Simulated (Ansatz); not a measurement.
Two isomers of C3H8OSi: A = `CO/C=C/[SiH3]`, B = `C=C([SiH3])OC`.

Gas-phase electronic energies from Ansatz, PBE0-D4/def2-TZVP geometries. CCSD(T)/CBS adds triple-zeta CCSD(T) − MP2 to the extrapolated MP2 energy (def2 sets, frozen cores). DFT in def2-TZVPP. B3LYP here is the variant with VWN-RPA as its local correlation; programs differ in this. One conformer a species, not always the lowest.

A:

```xyz
13

C     1.4957    0.5946   -1.6775
O     1.8094    0.0907   -0.3984
C     0.7813   -0.1869    0.4145
C    -0.5273   -0.0492    0.1752
Si   -1.7727   -0.5002    1.4575
H     2.4445    0.7573   -2.1850
H     0.8933   -0.1222   -2.2447
H     0.9511    1.5414   -1.6036
H     1.1567   -0.5652    1.3613
H    -0.8593    0.3330   -0.7855
H    -2.6165    0.6655    1.8416
H    -1.0588   -0.9941    2.6666
H    -2.6973   -1.5649    0.9780
```

B:

```xyz
13

C    -0.993   -0.990    0.182
C    -0.066   -0.034    0.292
Si    0.451    0.682    1.949
O     0.608    0.535   -0.737
C     0.305    0.078   -2.035
H    -1.466   -1.369    1.078
H    -1.309   -1.418   -0.761
H     1.904    0.463    2.170
H    -0.329    0.002    3.012
H     0.184    2.143    1.983
H     0.938    0.643   -2.718
H    -0.748    0.255   -2.279
H     0.520   -0.991   -2.136
```

Q: Which is lower in electronic energy at CCSD(T)/CBS, and by how much? (Best estimate.)

A: Computed: A, by 4.0 kcal/mol.

Q: Give E(B) − E(A) in kcal/mol with B2PLYP, B3LYP-D4, MP2/def2-TZVPP, ωB97M-V, r2SCAN-D4, B3LYP, CCSD(T)/def2-TZVPP. (Best estimate.)

A: Ansatz gave: B2PLYP 4.3, B3LYP-D4 3.9, MP2/def2-TZVPP 4.4, ωB97M-V 4.2, r2SCAN-D4 4.6, B3LYP 4.3, CCSD(T)/def2-TZVPP 4.1. None reverses the order clearly.

Largest T1 diagnostic: 0.013.
